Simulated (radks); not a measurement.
Task: All-electron atom: Br+ in [Ar] 3d10 4s2 4p4. Method: scalar-relativistic Kohn-Sham, PBEsol, spin-polarised, spherical densities, point nucleus; open shells are filled with parallel spins first; hard spherical wall at 12 bohr; computed with a radial shooting solver on a logarithmic mesh with Libxc functionals. Some entries of the table are withheld. Estimate them.

orbital  occ.  eigenvalue (hartree)  <1/r> (bohr^-1)
1s up       1             -489.4762            35.64
1s down     1             -489.4711            35.64
2s up       1             -64.05494            7.892
2s down     1             -64.05204            7.892
2p up       3             -56.56070            7.726
2p down     3             -56.55596            7.726
3s up       1              -9.14416            2.592
3s down     1              -9.13791            2.592
3p up       3              -6.77874            2.440
3p down     3              -6.77160            2.441
3d up       5              -2.86387            2.151
3d down     5              -2.85441            2.155
4s up       1              -1.14469              (1)
4s down     1              -1.07884              (2)
4p up       3              -0.66901              (3)
4p down     1              -0.60422              (4)
5s up       0              -0.20686           0.2807
5s down     0              -0.18939           0.2691
4d up       0              -0.14123           0.3421
4d down     0              -0.11103           0.3005

Result: 
(1) 4s up <1/r> (bohr^-1): 0.8122
(2) 4s down <1/r> (bohr^-1): 0.8150
(3) 4p up <1/r> (bohr^-1): 0.6730
(4) 4p down <1/r> (bohr^-1): 0.6672
